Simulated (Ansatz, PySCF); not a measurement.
This PySCF input computes a BLYP/def2-TZVPD energy:

```python
from pyscf import gto, scf, dft

mol = gto.M(
    atom='''
    Si    0.12532692    0.14680568   -0.00494753
    O     1.36313914   -0.53069539   -0.76119061
    O     0.31896332    0.43884242    1.55720159
    O    -0.70698723    1.23408528   -0.83450562
    N    -1.09204534   -1.27920213    0.04311069
    H     1.79918746   -0.17461887   -1.54141117
    H     1.16535864    0.48623783    2.01221959
    H    -0.87224724    2.13926204   -0.55340614
    H    -0.63083319   -2.15567860    0.29695223
    H    -1.83401384   -1.11404245    0.72690026
    H    -1.53863306   -1.41988303   -0.86580704
    ''',
    basis='def2-tzvpd',
    charge=1,
    spin=0,
    verbose=4,
)

mf = dft.RKS(mol, xc='blyp').density_fit(auxbasis='def2-universal-jkfit')
mf.grids.level = 3
mf.conv_tol = 1e-9
mf.max_cycle = 100
mf.max_memory = 1500
mf.kernel()
if not mf.converged:
    mf = mf.newton()
    mf.kernel(mf.make_rdm1())
mf.analyze()
```

Question: Write an input for the same energy in Ansatz (a first-principles code) and say what it gives.

Answer: 
Ansatz 0.2 input:
```yaml
crystal:
  periodic: [false, false, false]
  atoms:
    - {symbol: Si, position_ang: [0.12532692, 0.14680568, -0.00494753]}
    - {symbol: O, position_ang: [1.36313914, -0.53069539, -0.76119061]}
    - {symbol: O, position_ang: [0.31896332, 0.43884242, 1.55720159]}
    - {symbol: O, position_ang: [-0.70698723, 1.23408528, -0.83450562]}
    - {symbol: N, position_ang: [-1.09204534, -1.27920213, 0.04311069]}
    - {symbol: H, position_ang: [1.79918746, -0.17461887, -1.54141117]}
    - {symbol: H, position_ang: [1.16535864, 0.48623783, 2.01221959]}
    - {symbol: H, position_ang: [-0.87224724, 2.13926204, -0.55340614]}
    - {symbol: H, position_ang: [-0.63083319, -2.15567860, 0.29695223]}
    - {symbol: H, position_ang: [-1.83401384, -1.11404245, 0.72690026]}
    - {symbol: H, position_ang: [-1.53863306, -1.41988303, -0.86580704]}
basis:
  gaussian:
    orbitals: def2-TZVPD
hamiltonian:
  xc: {name: BLYP}
total_charge: 1
output: {forces: true}
```
It gives -573.56167 Eh, and PySCF -573.56182 Eh, a difference of 0.15 mEh, from the treatment of integrals and grids.

It need not be the lowest isomer of its formula.
